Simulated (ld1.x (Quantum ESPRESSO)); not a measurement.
# PBEsol TM semilocal dataset for tungsten, scalar-relativistic all-electron reference.

Input for ld1.x (Quantum ESPRESSO) 7.5:

```
&input
   title='W', zed=74., rel=1, dft='PBESOL', iswitch=3,
   config='[Xe] 4f14 5d4 6s2 6p0',
   nld=3, rlderiv=2.35, eminld=-8.0, emaxld=5.0, deld=0.04
 /
 &inputp
   pseudotype=1, tm=.true., lloc=1,
   nlcc=.false.,
   file_pseudopw='W.pp', file_wfcaegen='ae.wfc', file_wfcncgen='nc.wfc'
 /
3
5S  1  0   2.00   0.00  1.05  1.05  0.0
5D  3  2   4.00   0.00  1.60  1.60  0.0
5P  2  1   6.00   0.00  2.15  2.15  0.0
 &test
   configts(1)='5s2 5p6 5d4 6s2 6p0'
 /
```

Command:

```bash
ld1.x < W.in > W.out
```

Output (shortened: banner, matrices, multipoles, cross overlaps and the repeated all-electron block are left out):

```
Program LD1 v.7.5
     --------------------------- All-electron run ----------------------------

     W
     scalar relativistic calculation

     atomic number is 74.00
     dft =PBESOL   lsd =0 sic =0 latt =0  beta=0.20 tr2=1.0E-14
     Exchange-correlation= PBESOL
                           (   1   4  10   8   0   0   0)
     mesh =1273 r(mesh) =  99.08072 a.u. xmin = -7.00 dx = 0.01250
     1 Ry =  13.60569312 eV, c = 137.03599908

     n l     nl                  e(Ry)          e(Ha)          e(eV)
     1 0     1S 1( 2.00)     -5106.1401     -2553.0700    -69472.5750
     2 0     2S 1( 2.00)      -881.3270      -440.6635    -11991.0646
     2 1     2P 1( 6.00)      -770.7920      -385.3960    -10487.1593
     3 0     3S 1( 2.00)      -202.9587      -101.4793     -2761.3933
     3 1     3P 1( 6.00)      -170.2322       -85.1161     -2316.1277
     4 0     4S 1( 2.00)       -41.8458       -20.9229      -569.3409
     4 1     4P 1( 6.00)       -31.1112       -15.5556      -423.2890
     3 2     3D 1(10.00)      -132.5923       -66.2962     -1804.0105
     5 0     5S 1( 2.00)        -5.8143        -2.9071       -79.1074
     5 1     5P 1( 6.00)        -3.1767        -1.5883       -43.2212
     4 2     4D 1(10.00)       -17.5123        -8.7561      -238.2667
     4 3     4F 1(14.00)        -2.4430        -1.2215       -33.2382
     5 2     5D 1( 4.00)        -0.3316        -0.1658        -4.5117
     6 0     6S 1( 2.00)        -0.4223        -0.2112        -5.7458
     6 1     6P 1( 0.00)        -0.0979        -0.0489        -1.3315

     final scf error:  2.3E-15 reached in  33 iterations

     Etot =  -32275.537659 Ry,  -16137.768830 Ha, -439131.060773 eV

     Ekin =   35567.121355 Ry,   17783.560677 Ha,  483915.338422 eV
     Encl =  -79818.466412 Ry,  -39909.233206 Ha,-1085985.559547 eV
     Eh   =   12611.683664 Ry,    6305.841832 Ha,  171590.697692 eV
     Exc  =    -635.876266 Ry,    -317.938133 Ha,   -8651.537340 eV

     normalization and overlap integrals

     s(1S/1S) =  1.000000  <r> =   0.0183  <r2> =    0.0005  r(max) =   0.0115
     s(2S/2S) =  1.000000  <r> =   0.0776  <r2> =    0.0071  r(max) =   0.0653
     s(2P/2P) =  1.000000  <r> =   0.0694  <r2> =    0.0059  r(max) =   0.0541
     s(3S/3S) =  1.000000  <r> =   0.2011  <r2> =    0.0462  r(max) =   0.1842
     s(3P/3P) =  1.000000  <r> =   0.2014  <r2> =    0.0470  r(max) =   0.1842
     s(4S/4S) =  1.000000  <r> =   0.4496  <r2> =    0.2282  r(max) =   0.4204
     s(4P/4P) =  1.000000  <r> =   0.4781  <r2> =    0.2601  r(max) =   0.4419
     s(3D/3D) =  1.000000  <r> =   0.1824  <r2> =    0.0390  r(max) =   0.1490
     s(5S/5S) =  1.000000  <r> =   1.0667  <r2> =    1.2791  r(max) =   0.9593
     s(5P/5P) =  1.000000  <r> =   1.2493  <r2> =    1.7719  r(max) =   1.0870
     s(4D/4D) =  1.000000  <r> =   0.5115  <r2> =    0.3032  r(max) =   0.4531
     s(4F/4F) =  1.000000  <r> =   0.6078  <r2> =    0.4646  r(max) =   0.4310
     s(5D/5D) =  1.000000  <r> =   2.0716  <r2> =    5.2601  r(max) =   1.4858
     s(6S/6S) =  1.000000  <r> =   3.1621  <r2> =   11.4190  r(max) =   2.6404
     s(6P/6P) =  1.000000  <r> =   4.7859  <r2> =   27.0086  r(max) =   3.7004

     ------------------------ End of All-electron run ------------------------

     --------------------- Generating NC pseudopotential ---------------------

      Generating local pot.: lloc=1, matching radius rcloc =   2.1500

      Wfc   5S  rcut= 1.047  Using Troullier-Martins method

      Wfc   5D  rcut= 1.601  Using Troullier-Martins method

     ------------------- End of pseudopotential generation -------------------

     Computing logarithmic derivative in   2.34481
     Message from routine run_pseudo:
     Warning: convergence not achieved
     Computing logarithmic derivative in   2.34481
     Computing the partial wave expansion
     R is outside the sphere for l=    0 j= 0.00
       no projector for channel:   1
     R is outside the sphere for l=    2 j= 0.00

     ---------------------- Testing the pseudopotential ----------------------

     W
     scalar relativistic calculation

     atomic number is 74.00   valence charge is 14.00
     dft =PBESOL   lsd =0 sic =0 latt =0  beta=0.20 tr2=1.0E-14
     mesh =1273 r(mesh) =  99.08072 xmin = -7.00 dx = 0.01250

     n l     nl             e AE (Ry)        e PS (Ry)    De AE-PS (Ry)
     1 0     5S   1( 2.00)       -5.81428       -5.81440        0.00012
     2 1     5P   1( 6.00)       -3.17670       -3.17670       -0.00000
     3 2     5D   1( 4.00)       -0.33160       -0.33160       -0.00001
     2 0     6S   1( 2.00)       -0.42231       -0.42794        0.00564  !
     3 1     6P   1( 0.00)       -0.09787       -0.11122        0.01336  !

     eps = 1.2E-11  iter =201

     Etot =  -32275.537659 Ry,  -16137.768830 Ha, -439131.060773 eV
     Etotps =  -136.320032 Ry,     -68.160016 Ha,   -1854.728518 eV

     Ekin =      42.287674 Ry,      21.143837 Ha,     575.353111 eV
     Encl =    -270.637385 Ry,    -135.318693 Ha,   -3682.209210 eV
     Ehrt =     107.900713 Ry,      53.950356 Ha,    1468.063982 eV
     Ecxc =     -14.489693 Ry,      -7.244847 Ha,    -197.142323 eV
     Epseu=      -1.381339 Ry,      -0.690670 Ha,     -18.794079 eV

     ---------------------- End of pseudopotential test ----------------------
```

Generation and configuration tests took about 4.5 s on one core of a shared server CPU.

Transferability test of the new file with ld1.x, input:

```
&input
   title='W', zed=74., rel=1, dft='PBESOL', iswitch=2,
   config='[Xe] 4f14 5d4 6s2 6p0'
 /
 &test
   file_pseudo='W.pp', nconf=8,
   configts(1)='5s2 5p6 5d4 6s2 6p0',
   configts(2)='5s2 5p6 5d4 6s1 6p0',
   configts(3)='5s2 5p6 5d4 6s0 6p0',
   configts(4)='5s2 5p6 5d3 6s0 6p0',
   configts(5)='5s2 5p6 5d5 6s1 6p0',
   configts(6)='5s2 5p6 5d4 6s0 6p1',
   configts(7)='5s2 5p6 5d4 6s0 6p2',
   configts(8)='5s2 5p6 5d5 6s0 6p0'
 /
```

```bash
ld1.x < W.test.in > W.test.out
```

Pseudopotential blocks of its output, shortened (energy terms left out; the distinct warnings before each block abridged to one line each):

```
     Warning: convergence not achieved
     ---------------------- Testing the pseudopotential ----------------------

     n l     nl             e AE (Ry)        e PS (Ry)    De AE-PS (Ry)
     1 0     5S   1( 2.00)       -5.81428       -5.81440        0.00012
     2 1     5P   1( 6.00)       -3.17670       -3.17670       -0.00000
     3 2     5D   1( 4.00)       -0.33160       -0.33160       -0.00001
     2 0     6S   1( 2.00)       -0.42231       -0.42794        0.00564  !
     3 1     6P   1( 0.00)       -0.09787       -0.11122        0.01336  !

     eps = 1.0E-10  iter =201

     Etot =  -32275.537659 Ry,  -16137.768830 Ha, -439131.060773 eV
     Etotps =  -136.320032 Ry,     -68.160016 Ha,   -1854.728518 eV

     ---------------------- End of pseudopotential test ----------------------

          Warning: convergence not achieved
     ---------------------- Testing the pseudopotential ----------------------

     n l     nl             e AE (Ry)        e PS (Ry)    De AE-PS (Ry)
     1 0     5S   1( 2.00)       -6.36615       -6.37000        0.00385
     2 1     5P   1( 6.00)       -3.73018       -3.73372        0.00354
     3 2     5D   1( 4.00)       -0.86540       -0.86785        0.00244
     2 0     6S   1( 1.00)       -0.89848       -0.90685        0.00837  !
     3 1     6P   1( 0.00)       -0.49824       -0.52313        0.02488  !

     eps = 1.8E-11  iter =201

     Etot =  -32274.881712 Ry,  -16137.440856 Ha, -439122.136149 eV
     Etotps =  -135.656882 Ry,     -67.828441 Ha,   -1845.705904 eV
     dEtot_ae =       0.655948 Ry
     dEtot_ps =       0.663150 Ry,   Delta E=      -0.007202 Ry

     ---------------------- End of pseudopotential test ----------------------

          Warning: convergence not achieved
     ---------------------- Testing the pseudopotential ----------------------

     n l     nl             e AE (Ry)        e PS (Ry)    De AE-PS (Ry)
     1 0     5S   1( 2.00)       -6.99639       -7.00514        0.00874  !
     2 1     5P   1( 6.00)       -4.36014       -4.36822        0.00808  !
     3 2     5D   1( 4.00)       -1.46302       -1.46831        0.00530  !
     2 0     6S   1( 0.00)       -1.41469       -1.42615        0.01145  !
     3 1     6P   1( 0.00)       -0.94600       -0.98384        0.03785  !

     eps = 2.5E-11  iter =201

     Etot =  -32273.728137 Ry,  -16136.864069 Ha, -439106.440969 eV
     Etotps =  -134.493033 Ry,     -67.246516 Ha,   -1829.870932 eV
     dEtot_ae =       1.809522 Ry
     dEtot_ps =       1.826999 Ry,   Delta E=      -0.017477 Ry

     ---------------------- End of pseudopotential test ----------------------

          ---------------------- Testing the pseudopotential ----------------------

     n l     nl             e AE (Ry)        e PS (Ry)    De AE-PS (Ry)
     1 0     5S   1( 2.00)       -7.93830       -7.94989        0.01159  !
     2 1     5P   1( 6.00)       -5.28153       -5.29245        0.01092  !
     3 2     5D   1( 3.00)       -2.28777       -2.29435        0.00658  !
     2 0     6S   1( 0.00)       -2.07446       -2.08911        0.01465  !
     3 1     6P   1( 0.00)       -1.51670       -1.57665        0.05996  !

     eps = 5.2E-15  iter = 79

     Etot =  -32271.861003 Ry,  -16135.930502 Ha, -439081.037319 eV
     Etotps =  -132.619680 Ry,     -66.309840 Ha,   -1804.382669 eV
     dEtot_ae =       3.676656 Ry
     dEtot_ps =       3.700352 Ry,   Delta E=      -0.023696 Ry

     ---------------------- End of pseudopotential test ----------------------

          Warning: convergence not achieved
     ---------------------- Testing the pseudopotential ----------------------

     n l     nl             e AE (Ry)        e PS (Ry)    De AE-PS (Ry)
     1 0     5S   1( 2.00)       -5.67185       -5.67457        0.00272
     2 1     5P   1( 6.00)       -3.04420       -3.04670        0.00251
     3 2     5D   1( 5.00)       -0.24561       -0.24711        0.00150
     2 0     6S   1( 1.00)       -0.38043       -0.38632        0.00589  !
     3 1     6P   1( 0.00)       -0.08111       -0.09205        0.01095  !

     eps = 2.9E-12  iter =201

     Etot =  -32275.424251 Ry,  -16137.712126 Ha, -439129.517775 eV
     Etotps =  -136.201355 Ry,     -68.100678 Ha,   -1853.113844 eV
     dEtot_ae =       0.113408 Ry
     dEtot_ps =       0.118676 Ry,   Delta E=      -0.005268 Ry

     ---------------------- End of pseudopotential test ----------------------

          Warning: convergence not achieved
     ---------------------- Testing the pseudopotential ----------------------

     n l     nl             e AE (Ry)        e PS (Ry)    De AE-PS (Ry)
     1 0     5S   1( 2.00)       -6.47666       -6.46300       -0.01367  !
     2 1     5P   1( 6.00)       -3.83982       -3.82657       -0.01325  !
     3 2     5D   1( 4.00)       -0.95881       -0.94818       -0.01063  !
     2 0     6S   1( 0.00)       -0.96567       -0.96547       -0.00020
     3 1     6P   1( 1.00)       -0.55585       -0.57477        0.01892  !

     eps = 3.1E-10  iter =201

     Etot =  -32274.476703 Ry,  -16137.238351 Ha, -439116.625724 eV
     Etotps =  -135.269614 Ry,     -67.634807 Ha,   -1840.436858 eV
     dEtot_ae =       1.060957 Ry
     dEtot_ps =       1.050418 Ry,   Delta E=       0.010539 Ry

     ---------------------- End of pseudopotential test ----------------------

          Warning: convergence not achieved
     ---------------------- Testing the pseudopotential ----------------------

     n l     nl             e AE (Ry)        e PS (Ry)    De AE-PS (Ry)
     1 0     5S   1( 2.00)       -6.04018       -6.01218       -0.02800  !
     2 1     5P   1( 6.00)       -3.40245       -3.37520       -0.02725  !
     3 2     5D   1( 4.00)       -0.52764       -0.50554       -0.02211  !
     2 0     6S   1( 0.00)       -0.56339       -0.55442       -0.00896  !
     3 1     6P   1( 2.00)       -0.20261       -0.20894        0.00633  !

     eps = 6.1E-13  iter =201

     Etot =  -32274.851296 Ry,  -16137.425648 Ha, -439121.722326 eV
     Etotps =  -135.656599 Ry,     -67.828299 Ha,   -1845.702056 eV
     dEtot_ae =       0.686363 Ry
     dEtot_ps =       0.663433 Ry,   Delta E=       0.022930 Ry

     ---------------------- End of pseudopotential test ----------------------

          Warning: convergence not achieved
     ---------------------- Testing the pseudopotential ----------------------

     n l     nl             e AE (Ry)        e PS (Ry)    De AE-PS (Ry)
     1 0     5S   1( 2.00)       -6.18639       -6.19295        0.00656  !
     2 1     5P   1( 6.00)       -3.56239       -3.56851        0.00612  !
     3 2     5D   1( 5.00)       -0.74759       -0.75161        0.00402
     2 0     6S   1( 0.00)       -0.83106       -0.83970        0.00864  !
     3 1     6P   1( 0.00)       -0.45533       -0.47679        0.02146  !

     eps = 4.0E-12  iter =201

     Etot =  -32274.822991 Ry,  -16137.411496 Ha, -439121.337220 eV
     Etotps =  -135.592616 Ry,     -67.796308 Ha,   -1844.831529 eV
     dEtot_ae =       0.714668 Ry
     dEtot_ps =       0.727415 Ry,   Delta E=      -0.012747 Ry

     ---------------------- End of pseudopotential test ----------------------
```
